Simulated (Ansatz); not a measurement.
The cluster Ge₃⁻ was relaxed with B3LYP-D4 (def2-TZVPD) in Ansatz in these states: charge -1 doublet, charge -1 quartet. The geometries follow in no particular order.

A:

```xyz
3

Ge    1.2122    0.6075   -0.7046
Ge   -0.9805   -0.4612   -0.7990
Ge   -0.2318   -0.1462    1.5036
```

B:

Cartesian coordinates in Å:
```
Ge 1.200 0.440 0.723
Ge -0.532 0.858 -0.884
Ge -0.669 -1.298 0.161
```

**Question.** Judge from the bond lengths which geometry belongs to which state (an estimate).

**Answer.** A is the charge -1 quartet (Ge1–Ge3 2.744 Å, Ge1–Ge2 2.441 Å, Ge2–Ge3 2.442 Å); B is the charge -1 doublet (Ge1–Ge3 2.614 Å, Ge1–Ge2 2.399 Å, Ge2–Ge3 2.400 Å).

At B3LYP-D4/def2-TZVPD the highest occupied level of the charge -1 quartet lies above zero (up to 0.85 eV). It is a level of α spin, whose loss leaves a triplet; that state wasn't run at this geometry and level. The electron is either unbound and held by the finite basis, or the level is raised by self-interaction error. At PBE0-D4/def2-TZVPD a doublet lies 1.34 eV below the charge -1 quartet. These are the stationary points nearest to one start from a short search; other shapes may lie lower in each state.
